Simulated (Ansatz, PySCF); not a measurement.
This PySCF input computes a B3LYP/def2-TZVPD energy:

```python
from pyscf import gto, scf, dft

mol = gto.M(
    atom='''
    Si    0.01791913    0.05816997   -0.17974360
    C     1.84861681    0.24977677   -0.26944181
    C    -0.69961421   -1.34289581   -1.13954807
    C    -0.99112965    1.59893598   -0.11591891
    O    -0.15035117   -0.50101857    1.62187271
    H     2.11471398    0.59233956   -1.27373063
    H     2.37590250   -0.69319574   -0.10927226
    H     2.21989617    0.99162864    0.43907298
    H    -0.64384661   -1.10416864   -2.20593680
    H    -1.75132893   -1.51212435   -0.90160093
    H    -0.14926907   -2.27326055   -0.98821180
    H    -2.03734045    1.40352925    0.12931732
    H    -0.98164141    2.06341328   -1.10633488
    H    -0.58814504    2.32572473    0.59088184
    H     0.44122621   -1.15879397    2.01951306
    H    -0.99546353   -0.47622487    2.09718365
    ''',
    basis='def2-tzvpd',
    charge=1,
    spin=0,
    verbose=4,
)

mf = dft.RKS(mol, xc='b3lyp').density_fit(auxbasis='def2-universal-jkfit')
mf.grids.level = 3
mf.conv_tol = 1e-9
mf.max_cycle = 100
mf.max_memory = 1500
mf.kernel()
if not mf.converged:
    mf = mf.newton()
    mf.kernel(mf.make_rdm1())
mf.analyze()
```

Question: Write an input for the same energy in Ansatz (a quantum-chemistry and plane-wave program) and say what it gives.

Answer: 
Ansatz 0.2 input:
```yaml
crystal:
  periodic: [false, false, false]
  atoms:
    - {symbol: Si, position_ang: [0.01791913, 0.05816997, -0.17974360]}
    - {symbol: C, position_ang: [1.84861681, 0.24977677, -0.26944181]}
    - {symbol: C, position_ang: [-0.69961421, -1.34289581, -1.13954807]}
    - {symbol: C, position_ang: [-0.99112965, 1.59893598, -0.11591891]}
    - {symbol: O, position_ang: [-0.15035117, -0.50101857, 1.62187271]}
    - {symbol: H, position_ang: [2.11471398, 0.59233956, -1.27373063]}
    - {symbol: H, position_ang: [2.37590250, -0.69319574, -0.10927226]}
    - {symbol: H, position_ang: [2.21989617, 0.99162864, 0.43907298]}
    - {symbol: H, position_ang: [-0.64384661, -1.10416864, -2.20593680]}
    - {symbol: H, position_ang: [-1.75132893, -1.51212435, -0.90160093]}
    - {symbol: H, position_ang: [-0.14926907, -2.27326055, -0.98821180]}
    - {symbol: H, position_ang: [-2.03734045, 1.40352925, 0.12931732]}
    - {symbol: H, position_ang: [-0.98164141, 2.06341328, -1.10633488]}
    - {symbol: H, position_ang: [-0.58814504, 2.32572473, 0.59088184]}
    - {symbol: H, position_ang: [0.44122621, -1.15879397, 2.01951306]}
    - {symbol: H, position_ang: [-0.99546353, -0.47622487, 2.09718365]}
basis:
  gaussian:
    orbitals: def2-TZVPD
hamiltonian:
  xc: {name: B3LYP}
total_charge: 1
output: {forces: true}
```
It gives -485.58443 Eh, and PySCF -485.58459 Eh, a difference of 0.16 mEh, from the treatment of integrals and grids.

It need not be the lowest isomer of its formula.
